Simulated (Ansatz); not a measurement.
Ansatz (a first-principles code) input (B3LYP-D3(BJ)/def2-TZVP):

Ansatz 0.2 input:
```yaml
crystal:
  periodic: [false, false, false]
  atoms:
    - {symbol: Se, position_ang: [-0.00124381, 0.05708994, 0.00093953]}
    - {symbol: H, position_ang: [-1.02995211, -0.99348070, -0.01282780]}
    - {symbol: H, position_ang: [1.07224155, -0.94757714, -0.01911605]}
basis:
  gaussian:
    orbitals: def2-TZVP
hamiltonian:
  xc: b3lyp
  dispersion: d3bj
phonons: {temperatures: {t_min: 298.15, t_max: 298.15, t_step: 100}}
```

Output:

```
Functional definition: B3LYP
integrals: 0.01 GiB planned
497 factors; their error is unknown
mean field: 0.13 GiB planned
mean field evaluation 1: about -65382.6588 eV, gradient 9.8e0 eV
mean field evaluation 2: about -65382.8089 eV, gradient 5.3e0 eV
mean field evaluation 4: about -65382.8942 eV, gradient 1.5e-1 eV
mean field evaluation 8: about -65383.2255 eV, gradient 3.2e-1 eV
mean field evaluation 16: about -65383.2256 eV, gradient 1.7e-5 eV
mean field -65383.22555857 eV, -2402.7892209355 hartree, gradient 1.7e-5 eV, S^2 0.000000; 0 other end points of the search recorded, 0 dependent functions left out
the calculation of the forces begins
reference -65383.22572999 eV, -2402.7892272349 hartree; 18, 18 occupied and 42, 42 virtual orbitals, 497 factors
these checks for a lower state are left out or cut short: stability, starts, cluster_reference, orbital_swaps, neighbouring_geometries, increment
integrals: 0.01 GiB planned
497 factors; their error is unknown
mean field: 0.13 GiB planned
mean field -65383.22551052 eV, -2402.7892191695 hartree, gradient 1.2e-6 eV, S^2 0.000000; 0 other end points of the search recorded, 0 dependent functions left out
the calculation of the forces begins
reference -65383.22568194 eV, -2402.7892254691 hartree; 18, 18 occupied and 42, 42 virtual orbitals, 497 factors
these checks for a lower state are left out or cut short: stability, starts, cluster_reference, orbital_swaps, neighbouring_geometries, increment
integrals: 0.01 GiB planned
497 factors; their error is unknown
mean field: 0.13 GiB planned
mean field evaluation 32: about -65383.2255 eV, gradient 1.3e-6 eV
mean field -65383.22551067 eV, -2402.7892191752 hartree, gradient 1.3e-6 eV, S^2 0.000000; 0 other end points of the search recorded, 0 dependent functions left out
the calculation of the forces begins
reference -65383.22568208 eV, -2402.7892254744 hartree; 18, 18 occupied and 42, 42 virtual orbitals, 497 factors
these checks for a lower state are left out or cut short: stability, starts, cluster_reference, orbital_swaps, neighbouring_geometries, increment
integrals: 0.01 GiB planned
497 factors; their error is unknown
mean field: 0.13 GiB planned
mean field -65383.22552195 eV, -2402.7892195898 hartree, gradient 1.2e-6 eV, S^2 0.000000; 0 other end points of the search recorded, 0 dependent functions left out
the calculation of the forces begins
reference -65383.22569337 eV, -2402.7892258893 hartree; 18, 18 occupied and 42, 42 virtual orbitals, 497 factors
these checks for a lower state are left out or cut short: stability, starts, cluster_reference, orbital_swaps, neighbouring_geometries, increment
integrals: 0.01 GiB planned
497 factors; their error is unknown
mean field: 0.13 GiB planned
mean field -65383.22552211 eV, -2402.7892195953 hartree, gradient 1.3e-6 eV, S^2 0.000000; 0 other end points of the search recorded, 0 dependent functions left out
the calculation of the forces begins
reference -65383.22569352 eV, -2402.7892258947 hartree; 18, 18 occupied and 42, 42 virtual orbitals, 497 factors
these checks for a lower state are left out or cut short: stability, starts, cluster_reference, orbital_swaps, neighbouring_geometries, increment
integrals: 0.01 GiB planned
497 factors; their error is unknown
mean field: 0.13 GiB planned
mean field -65383.22553879 eV, -2402.7892202085 hartree, gradient 1.2e-6 eV, S^2 0.000000; 0 other end points of the search recorded, 0 dependent functions left out
the calculation of the forces begins
reference -65383.22571019 eV, -2402.7892265074 hartree; 18, 18 occupied and 42, 42 virtual orbitals, 497 factors
these checks for a lower state are left out or cut short: stability, starts, cluster_reference, orbital_swaps, neighbouring_geometries, increment
integrals: 0.01 GiB planned
497 factors; their error is unknown
mean field: 0.13 GiB planned
mean field evaluation 64: about -65383.2255 eV, gradient 1.3e-6 eV
mean field -65383.22554151 eV, -2402.7892203085 hartree, gradient 1.3e-6 eV, S^2 0.000000; 0 other end points of the search recorded, 0 dependent functions left out
the calculation of the forces begins
reference -65383.22571294 eV, -2402.7892266085 hartree; 18, 18 occupied and 42, 42 virtual orbitals, 497 factors
Total energy: -65383.26924888 eV, -2402.7908265248 hartree
Atom 0 at    -0.001244     0.057090     0.000940 Å, force     0.000000    -0.000009    -0.000000 eV/Å
Atom 1 at    -1.029952    -0.993481    -0.012828 Å, force     0.000010     0.000005     0.000000 eV/Å
Atom 2 at     1.072242    -0.947577    -0.019116 Å, force    -0.000010     0.000004     0.000000 eV/Å
Dipole moment:     0.003259    -0.149587    -0.002462 e Å
Vibrations: 1064.48 2412.62 2424.32 cm⁻¹, zero-point energy 0.365842 eV
```
